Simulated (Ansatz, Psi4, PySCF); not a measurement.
iodine (I$_{2}$), singlet, geometry from GFN2-xTB (core potentials on I). Base run: WB97X/def2-SVPD (PySCF).

The PySCF input:
```python
from pyscf import gto, scf, dft

mol = gto.M(
    atom='''
I    -0.000000   -0.000000   -1.331921
I     0.000000    0.000000    1.331921
''',
    basis='def2-svpd',
    ecp={'I': 'def2-svpd'},
    charge=0,
    spin=0,
    verbose=4,
)

mf = dft.RKS(mol)
mf.xc = 'wb97x'
mf.kernel()
```

The same geometry, method and basis name were run in Ansatz (an electronic-structure program) and Psi4 and PySCF, at each program's defaults and at the settings that a row names. The base is PySCF at its defaults. Differences at the defaults can come from grids, fitting, cores and function types together. The rows with settings made alike still differ; the cause (another SCF solution, basis table, core potential or functional code) wasn't traced.

| code and settings | ΔE vs base (mEh) | basis functions | E (Eh) | SCF cycles |
|---|---|---|---|---|
| PySCF, defaults (exact integrals, its default grid, spherical functions) | 0.000 | 70 | -595.50404 | 9 |
| Psi4, defaults (density fitting with its default set, its default grid, spherical functions) | 14.705 | 70 | -595.48933 | 8 |
| Ansatz, defaults (factorised integrals, its default grid, spherical functions) | -0.242 | 70 | -595.50428 | - |
| PySCF, density fitting with def2-universal-jkfit | -0.010 | 70 | -595.50405 | 9 |
| PySCF, fine grid | -0.432 | 70 | -595.50447 | 9 |
| Psi4, exact integrals, spherical functions, fine grid | -1.794 | 70 | -595.50583 | 10 |
| Ansatz, high accuracy | -0.242 | 70 | -595.50428 | - |
